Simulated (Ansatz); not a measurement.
Ideal-gas functions of AlGaH₃NO (`[NH2][Al]1[O][GaH]1`) at 600 K and 1 bar, from an Ansatz frequency run at PBE0-D4/def2-TZVP.

Molar mass 129.74 g/mol, point group Cs (symmetry number 1), electronic degeneracy 1, moments of inertia 29.42, 282.29, 311.71 u Å². Harmonic wavenumbers (cm⁻¹, unscaled): 142, 144, 275, 318, 350, 411, 466, 570, 644, 752, 944, 1555, 1944, 3603, 3698.

Use S(trans) = R[1.5 ln M + 2.5 ln T − 1.1517]; rotational temperatures θ = 24.2544 K / I; S(rot) = R[ln(√π/σ · √(T³/θAθBθC)) + 1.5]; for each mode x = 1.438777 ν̃/T, S = R[x/(eˣ − 1) − ln(1 − e⁻ˣ)] and H = RT x/(eˣ − 1); 1 cm⁻¹ = 0.0119627 kJ/mol; R = 8.31446 J/(mol·K).

Question: By hand: the entropy, in J/(mol·K).

Answer: Translation 184.1. Rotation: θ = 0.8244, 0.0859, 0.0778 K, giving 118.6. Vibration, mode by mode: 17.31, 17.20, 11.93, 10.77, 10.01, 8.76, 7.81, 6.33, 5.48, 4.45, 3.10, 0.97, 0.45, 0.01, 0.01, in all 104.6. Electronic 0.0. Sum 407.3 J/(mol·K).

Question: By hand: H − E and G − E in kJ/mol, counted from the electronic energy.

Answer: Zero-point energy ½ × 15816 × 0.0119627 = 94.6; thermal vibration 32.2; translation, rotation and pV give 4 RT = 20.0. H − E = 146.8 kJ/mol, and G − E = 146.8 − 600 × 407.3/1000 = -97.6 kJ/mol.

Vibration gives 26 % of the entropy, 34.5 J/(mol·K) of it from the modes under 150 cm⁻¹: soft modes count most, and the harmonic formula is weakest for them. The sum counts one conformer and one mirror image; others add a mixing term.
